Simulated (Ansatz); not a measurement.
The same path of CH₅B₂I (9 atoms, charge 0, multiplicity 1) was run twice with different band settings. The coordinate that changes most is the dihedral H6–B1–B2–I4.

Level of theory: Ansatz 0.2.0, RHF/def2-SVPD.

Relaxed end points:

```xyz
9
Properties=species:S:1:pos:R:3
B -0.455 1.484 -0.601
B 0.005 -0.124 -0.368
C 0.293 -0.956 0.932
I 0.286 -1.102 -2.319
H -1.612 1.784 -0.708
H 0.366 2.353 -0.705
H -0.119 -0.496 1.833
H -0.058 -1.986 0.862
H 1.381 -1.002 1.055
```

```xyz
9
Properties=species:S:1:pos:R:3
B -0.441 1.488 -0.597
B -0.001 -0.128 -0.373
C 0.284 -0.959 0.928
I 0.264 -1.112 -2.321
H 0.393 2.345 -0.698
H -1.593 1.809 -0.696
H -0.129 -0.498 1.827
H -0.062 -1.991 0.860
H 1.373 -1.000 1.052
```

Common settings: movable images 5; climbing image yes; spring 5.0 eV/Å²; start path IDPP; force threshold 0.05 eV/Å; iteration limit 60; end points relaxed.

| run | optimiser |
| --- | --- |
| 1 | quadratic models (default) |
| 2 | fire |

Question: What does each run give, and how far can it be trusted?

Answer: Run 1: converged after 19 iterations, highest image 0.365 eV above the first end. A vibrational analysis at the climbing image gives one clearly imaginary mode, 295i cm⁻¹: a first-order saddle point.
Run 2: converged after 38 iterations, highest image 0.374 eV above the first end. The order of the stationary point at the top wasn't checked.
